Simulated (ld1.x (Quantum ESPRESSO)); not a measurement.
LDA (PZ) RRKJ dataset for As (Z = 33), scalar-relativistic all-electron reference.

ld1.x (Quantum ESPRESSO) 7.5 was run on this input:

```
&input
   title='As', zed=33., rel=1, dft='PZ', iswitch=3,
   config='[Ar] 3d10 4s2 4p3',
   nld=2, rlderiv=2.25, eminld=-3.0, emaxld=5.0, deld=0.02
 /
 &inputp
   pseudotype=2, tm=.false., rho0=0.02, lloc=-1, rcloc=1.35,
   nlcc=.true., new_core_ps=.true.,
   file_pseudopw='As.UPF', file_wfcaegen='ae.wfc', file_wfcncgen='nc.wfc', file_beta='beta', file_chi='chi'
 /
2
4S  1  0   2.00   0.00  1.40  1.40  0.0
4P  2  1   3.00   0.00  2.05  2.05  0.0
 &test
   configts(1)='4s2 4p3'
 /
```

Command:

```bash
ld1.x < As.in > As.out
```

Output (shortened: banner, matrices, multipoles, cross overlaps and the repeated all-electron block are left out):

```
Program LD1 v.7.5
     --------------------------- All-electron run ----------------------------

     As
     scalar relativistic calculation

     atomic number is 33.00
     dft =PZ   lsd =0 sic =0 latt =0  beta=0.20 tr2=1.0E-14
     Exchange-correlation= PZ
                           (   1   1   0   0   0   0   0)
     mesh =1209 r(mesh) =  99.83237 a.u. xmin = -7.00 dx = 0.01250
     1 Ry =  13.60569312 eV, c = 137.03599908

     n l     nl                  e(Ry)          e(Ha)          e(eV)
     1 0     1S 1( 2.00)      -859.8456      -429.9228    -11698.7957
     2 0     2S 1( 2.00)      -109.0973       -54.5486     -1484.3438
     2 1     2P 1( 6.00)       -95.7674       -47.8837     -1302.9813
     3 0     3S 1( 2.00)       -13.9278        -6.9639      -189.4976
     3 1     3P 1( 6.00)        -9.8057        -4.9028      -133.4130
     3 2     3D 1(10.00)        -3.0056        -1.5028       -40.8935
     4 0     4S 1( 2.00)        -1.0806        -0.5403       -14.7027
     4 1     4P 1( 3.00)        -0.3930        -0.1965        -5.3475

     final scf error:  7.8E-15 reached in  28 iterations

     Etot =   -4515.501452 Ry,   -2257.750726 Ha,  -61436.527055 eV

     Ekin =    4600.780690 Ry,    2300.390345 Ha,   62596.810194 eV
     Encl =  -10890.482353 Ry,   -5445.241176 Ha, -148172.560854 eV
     Eh   =    1935.205793 Ry,     967.602896 Ha,   26329.816144 eV
     Exc  =    -161.005582 Ry,     -80.502791 Ha,   -2190.592539 eV

     normalization and overlap integrals

     s(1S/1S) =  1.000000  <r> =   0.0456  <r2> =    0.0028  r(max) =   0.0299
     s(2S/2S) =  1.000000  <r> =   0.2031  <r2> =    0.0486  r(max) =   0.1701
     s(2P/2P) =  1.000000  <r> =   0.1774  <r2> =    0.0385  r(max) =   0.1358
     s(3S/3S) =  1.000000  <r> =   0.5995  <r2> =    0.4144  r(max) =   0.5239
     s(3P/3P) =  1.000000  <r> =   0.6180  <r2> =    0.4492  r(max) =   0.5239
     s(3D/3D) =  1.000000  <r> =   0.6789  <r2> =    0.5836  r(max) =   0.4740
     s(4S/4S) =  1.000000  <r> =   1.9315  <r2> =    4.3058  r(max) =   1.6136
     s(4P/4P) =  1.000000  <r> =   2.5451  <r2> =    7.6983  r(max) =   1.9709

     ------------------------ End of All-electron run ------------------------

     --------------------- Generating NC pseudopotential ---------------------

      Generating local potential from pseudized AE potential:
      Matching radius rcloc =   1.3500

      Local pseudo, rcloc= 1.355 Estimated cut-off energy=    13.38 Ry

      Computing core charge for nlcc:

       r > 1.26 : true rho core
      Core charge pseudized with two Bessel functions
      Integrated core pseudo-charge :   9.92

      Wfc   4S  rcut= 1.389  Estimated cut-off energy=       21.70 Ry
      Using 4 Bessel functions for this wfc, rho(0) = 0.020
      This function has    0 nodes for 0 < r <    1.389

      Wfc   4P  rcut= 2.072  Estimated cut-off energy=       40.58 Ry
      This function has    0 nodes for 0 < r <    2.072

     ------------------- End of pseudopotential generation -------------------

     Computing logarithmic derivative in   2.24737
     Computing logarithmic derivative in   2.24737
     Computing the partial wave expansion
     R is outside the sphere for l=    0 j= 0.00
     R is outside the sphere for l=    1 j= 0.00

     ---------------------- Testing the pseudopotential ----------------------

     As
     scalar relativistic calculation

     atomic number is 33.00   valence charge is  5.00
     dft =PZ   lsd =0 sic =0 latt =0  beta=0.20 tr2=1.0E-14
     mesh =1209 r(mesh) =  99.83237 xmin = -7.00 dx = 0.01250

     n l     nl             e AE (Ry)        e PS (Ry)    De AE-PS (Ry)
     1 0     4S   1( 2.00)       -1.08063       -1.08064        0.00001
     2 1     4P   1( 3.00)       -0.39303       -0.39303        0.00000

     eps = 6.9E-15  iter =  3

     Etot =   -4515.501452 Ry,   -2257.750726 Ha,  -61436.527055 eV
     Etotps =   -31.187660 Ry,     -15.593830 Ha,    -424.329729 eV

     Ekin =       4.195439 Ry,       2.097719 Ha,      57.081855 eV
     Encl =     -25.912987 Ry,     -12.956494 Ha,    -352.564152 eV
     Ehrt =       9.870241 Ry,       4.935121 Ha,     134.291471 eV
     Ecxc =     -22.237771 Ry,     -11.118885 Ha,    -302.560283 eV
     (Ecc =     -18.598293 Ry,      -9.299147 Ha,    -253.042669 eV)
     Epseu=       2.897418 Ry,       1.448709 Ha,      39.421381 eV

     ---------------------- End of pseudopotential test ----------------------
```

Generation and configuration tests took about 1.1 s on one core of a shared server CPU.
